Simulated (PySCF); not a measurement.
CH8FNSi2, SMILES N[SiH2][SiH2]CF.

Geometry: PBE0-D3(BJ)/def2-SVP. The structure was generated by enumeration, and PubChem lists no compound with its InChIKey, so it may never have been made. One conformer was computed; it need not be the lowest.

Two levels are set side by side: PBE/def2-TZVP (PySCF) and B3LYP/def2-TZVP (PySCF). Same geometry, gas phase. Differences are taken from unrounded values.

```json
[
 {"quantity": "orbital gap (eV)", "B3LYP": "6.24"},
 {"quantity": "highest occupied level (eV)", "B3LYP": "-6.74"},
 {"quantity": "lowest empty level (eV)", "B3LYP": "-0.50"},
 {"quantity": "dipole moment (D)", "B3LYP": "2.04"},
 {"quantity": "mean polarisability (bohr³)", "B3LYP": "77.4"}
]
```

Q: What does PBE give, and how far is it from B3LYP? (An estimate is asked for; the answer gives what the named calculation found.)

A: 
```tsv
quantity	PBE	PBE minus B3LYP
orbital gap (eV)	4.58	-1.66
highest occupied level (eV)	-5.70	1.04
lowest empty level (eV)	-1.12	-0.62
dipole moment (D)	1.95	-0.09
mean polarisability (bohr³)	80.5	3.1
```

PBE's occupied levels lie high since its potential decays too fast outside the molecule; exact exchange lowers them and widens the gap. PBE's more diffuse valence density responds more strongly to a field. Differences between two approximate levels are no errors against the true value.

Rough cost on one machine, each run with all the roots and properties that it gave: B3LYP against PBE within a factor of 2.
